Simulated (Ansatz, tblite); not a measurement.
Spin states of the cluster ZrTe2⁺, each relaxed with r2SCAN-D4/def2-TZVP in Ansatz. Electronic energies in the gas phase.

In the def2 sets Te, Zr take a core potential; there is no spin–orbit coupling. The xTB rows come from tblite. Correlated methods freeze 8 core orbitals; core or outer-core shells of Zr, Te are correlated, in sets that lack core-valence functions. In CCSD on the charge 1 quartet the largest single amplitude is 0.17, so its Hartree–Fock determinant may place the open shell otherwise than the density functionals do. The structure comes from a short search, and lower isomers may exist.

Doublet geometry (C2v within 0.1 Å):

```xyz
3

Zr    0.767   -0.795    1.036
Te    0.776    0.545   -1.263
Te   -1.543    0.250    0.228
```

Quartet geometry (C2v within 0.1 Å):

```xyz
3

Zr    1.224   -1.074   -0.309
Te   -1.475   -0.465    0.218
Te    0.251    1.539    0.091
```

Only these spin states were relaxed. Higher spins weren't run and may lie lower.

Second-order perturbation terms are unreliable where d shells bring near-degenerate states, and here MP2/def2-TZVP lies more than 0.4 eV from the median of the functionals without such a term.

Q: Estimate which spin state lies lowest at each of these levels, and by how much: GFN2-xTB; HF/def2-TZVP; PBE-D4/def2-TZVP; revPBE-D4/def2-TZVP; r2SCAN-D4/def2-TZVP; B97M-V/def2-TZVP; PBE0-D4/def2-TZVP; BHLYP-D4/def2-TZVP; RPA@PBE/def2-TZVP; MP2/def2-TZVP; CCSD/def2-TZVP; CCSD(T)/def2-TZVP.

A: 
```json
{"level": "GFN2-xTB", "quartet − doublet (kJ/mol)": "191.2", "lowest of these": "doublet", "remarks": "–"}
{"level": "HF/def2-TZVP", "quartet − doublet (kJ/mol)": "-17.4", "lowest of these": "quartet", "remarks": "spin-contaminated (⟨S²⟩ 0.87) (doublet)"}
{"level": "PBE-D4/def2-TZVP", "quartet − doublet (kJ/mol)": "93.2", "lowest of these": "doublet", "remarks": "–"}
{"level": "revPBE-D4/def2-TZVP", "quartet − doublet (kJ/mol)": "89.3", "lowest of these": "doublet", "remarks": "–"}
{"level": "r2SCAN-D4/def2-TZVP", "quartet − doublet (kJ/mol)": "78.6", "lowest of these": "doublet", "remarks": "spin-contaminated (⟨S²⟩ 0.86) (doublet)"}
{"level": "B97M-V/def2-TZVP", "quartet − doublet (kJ/mol)": "71.4", "lowest of these": "doublet", "remarks": "spin-contaminated (⟨S²⟩ 0.83) (doublet)"}
{"level": "PBE0-D4/def2-TZVP", "quartet − doublet (kJ/mol)": "72.5", "lowest of these": "doublet", "remarks": "spin-contaminated (⟨S²⟩ 0.83) (doublet)"}
{"level": "BHLYP-D4/def2-TZVP", "quartet − doublet (kJ/mol)": "51.4", "lowest of these": "doublet", "remarks": "–"}
{"level": "RPA@PBE/def2-TZVP", "quartet − doublet (kJ/mol)": "92.4", "lowest of these": "doublet", "remarks": "–"}
{"level": "MP2/def2-TZVP", "quartet − doublet (kJ/mol)": "120.7", "lowest of these": "doublet", "remarks": "spin-contaminated (⟨S²⟩ 0.87) (doublet)"}
{"level": "CCSD/def2-TZVP", "quartet − doublet (kJ/mol)": "72.1", "lowest of these": "doublet", "remarks": "spin-contaminated (⟨S²⟩ 0.87) (doublet)"}
{"level": "CCSD(T)/def2-TZVP", "quartet − doublet (kJ/mol)": "98.7", "lowest of these": "doublet", "remarks": "spin-contaminated (⟨S²⟩ 0.87) (doublet)"}
```

Change of the quartet − doublet gap on mixing in exact exchange, in kJ/mol: PBE to PBE0 (25 % exact exchange) -20.7. The xTB methods have no term that favours high spin, so they put low spin too low.

```
  state  donor atoms  mean metal–ligand distance (Å)  range (Å)  Mulliken spin on the metal (PBE0)
doublet            2                           2.661  2.66–2.66                               1.40
quartet            2                           2.817  2.82–2.82                               2.12
```

⟨S²⟩ at PBE0-D4/def2-TZVP: doublet 0.83 (pure 0.75), quartet 3.76 (pure 3.75).
